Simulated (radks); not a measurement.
All-electron atom: Tb2+ in [Kr] 4d10 4f9.5 5s2 5p5.5 (fractional occupations, a model configuration).

Method: Dirac Kohn-Sham, PBE, spin-unpolarised, spherical densities, finite nucleus; open shells are shared between the two j in proportion to 2j + 1; Fermi nuclear charge, rms radius 5.06 fm; computed with a radial shooting solver on a logarithmic mesh with Libxc functionals.

Energy parts (eV):
| part | energy |
|---|---|
| total | -318832.50 |
| kinetic | 348632.84 |
| electron-nucleus | -784063.23 |
| Hartree | 123591.63 |
| exchange-correlation | -6993.73 |

Orbitals (lengths in bohr, moments of r in powers of bohr):
\begin{tabular}{lrrrr}
orbital & occ. & eigenvalue (eV) & <r^4> & small-component weight \\ \hline
1s1/2 & 2 & -51808.32 & 1.064e-06 & 5.88e-02 \\
2s1/2 & 2 & -8594.119 & 0.0001675 & 1.30e-02 \\
2p1/2 & 2 & -8168.266 & 0.0001033 & 1.31e-02 \\
2p3/2 & 4 & -7421.646 & 0.0001370 & 1.21e-02 \\
3s1/2 & 2 & -1915.097 & 0.006465 & 4.14e-03 \\
3p1/2 & 2 & -1729.787 & 0.005858 & 4.08e-03 \\
3p3/2 & 4 & -1575.637 & 0.007231 & 3.81e-03 \\
3d3/2 & 4 & -1256.240 & 0.005194 & 3.69e-03 \\
3d5/2 & 6 & -1222.603 & 0.005543 & 3.61e-03 \\
4s1/2 & 2 & -388.8665 & 0.1602 & 1.32e-03 \\
4p1/2 & 2 & -316.2653 & 0.1822 & 1.24e-03 \\
4p3/2 & 4 & -282.0323 & 0.2253 & 1.14e-03 \\
4d3/2 & 4 & -162.4944 & 0.3245 & 9.67e-04 \\
4d5/2 & 6 & -156.3239 & 0.3480 & 9.39e-04 \\
4f5/2 & 4.07143 & -16.0322 & 4.231 & 5.26e-04 \\
4f7/2 & 5.42857 & -15.2677 & 4.777 & 5.12e-04 \\
5s1/2 & 2 & -60.9050 & 5.933 & 2.67e-04 \\
5p1/2 & 1.83333 & -41.5033 & 10.18 & 2.09e-04 \\
5p3/2 & 3.66667 & -37.1518 & 13.21 & 1.84e-04 \\
5d3/2 & 0 & -13.7555 & 90.61 & 7.48e-05 \\
5d5/2 & 0 & -13.4449 & 98.05 & 7.15e-05 \\
6s1/2 & 0 & -14.3550 & 252.1 & 4.41e-05 \\
6p1/2 & 0 & -10.5096 & 507.2 & 3.26e-05 \\
6p3/2 & 0 & -9.9420 & 608.3 & 3.05e-05 \\
\end{tabular}

The highest occupied level is 4f7/2 at -15.268 eV. The density falls to 0.001 e/bohr^3 at r = 3.47 bohr. The electron density at the nucleus is 6.867e+05 e/bohr^3.
